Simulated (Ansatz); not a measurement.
C₅H₁₅Si₂, doublet, at a GFN2-xTB geometry; CCSD/3-21G (Ansatz, a program for electronic structure).

The Ansatz input:
Ansatz 0.2 input:
```yaml
crystal:
  periodic: [false, false, false]
  atoms:
    - {symbol: C, position_ang: [2.17446562, -1.12878097, 1.19435852]}
    - {symbol: Si, position_ang: [1.29762067, 0.34614813, 0.33938496]}
    - {symbol: C, position_ang: [2.32409758, 0.70124872, -1.24033135]}
    - {symbol: Si, position_ang: [-0.96432819, 0.02672987, -0.03935888]}
    - {symbol: C, position_ang: [-1.49035723, -1.42290633, -1.19033081]}
    - {symbol: C, position_ang: [-1.82797218, -0.26401376, 1.64094312]}
    - {symbol: C, position_ang: [-1.68500417, 1.62379841, -0.80344824]}
    - {symbol: H, position_ang: [1.65494284, -1.42099595, 2.10192749]}
    - {symbol: H, position_ang: [2.20108923, -1.99541943, 0.53639155]}
    - {symbol: H, position_ang: [3.19993055, -0.89293156, 1.46408418]}
    - {symbol: H, position_ang: [2.34762321, -0.17234055, -1.88916882]}
    - {symbol: H, position_ang: [1.89719080, 1.52168682, -1.80920501]}
    - {symbol: H, position_ang: [3.35261542, 0.96239990, -1.00817967]}
    - {symbol: H, position_ang: [-1.14184821, -2.37496139, -0.79866689]}
    - {symbol: H, position_ang: [-2.56974638, -1.49162789, -1.30457322]}
    - {symbol: H, position_ang: [-1.06354737, -1.30378371, -2.18274599]}
    - {symbol: H, position_ang: [-1.62496332, 0.54771622, 2.33208231]}
    - {symbol: H, position_ang: [-1.48593050, -1.18303910, 2.10650811]}
    - {symbol: H, position_ang: [-2.90573206, -0.33691061, 1.52875878]}
    - {symbol: H, position_ang: [-1.25315630, 1.82398386, -1.77900752]}
    - {symbol: H, position_ang: [-2.76124254, 1.55470751, -0.93134361]}
    - {symbol: H, position_ang: [-1.48469794, 2.48514726, -0.17437394]}
basis:
  gaussian:
    orbitals: 3-21G.json
magnetization: {spin_polarized: true, initial_magnetization: 1}
correlation: {method: ccsd, diis_vectors: 2}
```
The basis file holds 3-21G in the JSON format of the Basis Set Exchange.

Q: What does Ansatz print? Leave out banner, timings and long lists.

A: 
```
Functional definition: HF
1238 factors; integrals over basis functions are off by at most 1.1e-3 eV
mean field evaluation 1: about -20998.3286 eV, gradient 2.5e1 eV
mean field evaluation 2: about -20998.8009 eV, gradient 2.6e1 eV
mean field evaluation 4: about -21002.3417 eV, gradient 2.1e0 eV
mean field evaluation 8: about -21002.3902 eV, gradient 2.3e-1 eV
mean field evaluation 16: about -21002.3921 eV, gradient 1.9e-6 eV
mean field -21002.39209879 eV, -771.8236736979 hartree, gradient 1.8e-6 eV, S^2 0.755171; 0 other end points of the search recorded, 0 dependent functions left out
15 core orbitals not correlated
reference -21002.39209879 eV, -771.8236736979 hartree; 22, 21 occupied and 64, 65 virtual orbitals, 1238 factors
second order -15.08888785 eV of doubles, -0.00000000 eV of singles
cycle   1  -16.62203079 eV  change    -1.5e0 eV  update   1.0e-1
cycle   2  -17.32821510 eV  change   -7.1e-1 eV  update   3.6e-2
cycle   3  -17.42225793 eV  change   -9.4e-2 eV  update   1.0e-2
cycle   4  -17.42850375 eV  change   -6.2e-3 eV  update   3.1e-3
cycle   5  -17.42820705 eV  change    3.0e-4 eV  update   1.4e-3
cycle   6  -17.42683617 eV  change    1.4e-3 eV  update   5.6e-4
cycle   7  -17.42564871 eV  change    1.2e-3 eV  update   2.7e-4
cycle   8  -17.42517073 eV  change    4.8e-4 eV  update   1.2e-4
cycle   9  -17.42500157 eV  change    1.7e-4 eV  update   5.1e-5
cycle  10  -17.42495278 eV  change    4.9e-5 eV  update   2.4e-5
cycle  11  -17.42493696 eV  change    1.6e-5 eV  update   1.2e-5
Total energy: -21019.81703575 eV, -772.4640283201 hartree
```
